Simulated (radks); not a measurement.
Q: The mean radii <r> (bohr) of the occupied orbitals of an atom or ion are listed with their occupations. All-electron calculation, scalar-relativistic Kohn-Sham, HCTH/407, spin-polarised, spherical densities, finite nucleus; Fermi nuclear charge, rms radius of each element as measured or else 0.836 A^(1/3) + 0.57 fm. Program: a radial shooting solver on a logarithmic mesh with Libxc functionals.

orbital  occ.      <r>
1s up       1  0.02233
1s down     1  0.02233
2s up       1  0.09514
2s down     1  0.09513
2p up       3  0.08389
2p down     3  0.08389
3s up       1   0.2496
3s down     1   0.2494
3p up       3   0.2480
3p down     3   0.2478
3d up       5   0.2259
3d down     5   0.2255
4s up       1   0.5639
4s down     1   0.5639
4p up       3   0.5959
4p down     3   0.5959
4d up       5   0.6455
4d down     5   0.6463
5s up       1    1.305
5s down     1    1.325
5p up       3    1.478
5p down     3    1.504
4f up       5   0.8072

Name the element and its charge. Open shells, if any, are filled with parallel spins first.

A: Z = 63, europium, charge +4: Eu4+ in [Xe] 4f5. The 1s radius gives Z: for a bare nucleus <r> = (2 gamma + 1)/(2Z) with gamma = sqrt(1 - (Z/c)^2), 0.02203 bohr for Z = 63, and screening makes it slightly larger (0.02233 here). The occupations add up to 59, and the charge is Z minus that.
